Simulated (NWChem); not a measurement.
# Lowest excitation of HFOPb

```
O
H 1 0.9676
Pb 1 2.0923 2 110.51
F 3 2.0651 1 92.99 2 0.00
```
Charge 0, spin multiplicity 1.

Program: NWChem. All single points use one geometry, from PBE0/def2-SVP with def2 effective core potentials on Pb, a minimum by its harmonic frequencies. It is one conformer; others weren't searched.

Basis set: def2-SVPD.

Relative cost: rough, from shared machines, SCF included, TD-PBE = 1.

Effective core potentials replace the inner electrons of Pb; spin-orbit coupling is left out. The correlated methods keep 6 core orbitals frozen. B3LYP has NWChem's definition, with VWN1-RPA local correlation. The structure started from a generated list of species. Coupled-cluster values serve here as a point of comparison, not as the truth.

```
method    lowest vertical singlet excitation energy (eV)  relative cost
--------  ----------------------------------------------  -------------
EOM-CCSD                                             [?]        under 3
TD-PBE                                              3.98              1
TD-PBE0                                              [?]        under 3
TD-B3LYP                                             [?]        under 3
CIS                                                 5.58        under 3
```

Task: Complete the blanks.

Result: 
- EOM-CCSD, lowest vertical singlet excitation energy (eV): 4.74
- TD-PBE0, lowest vertical singlet excitation energy (eV): 4.45
- TD-B3LYP, lowest vertical singlet excitation energy (eV): 4.28
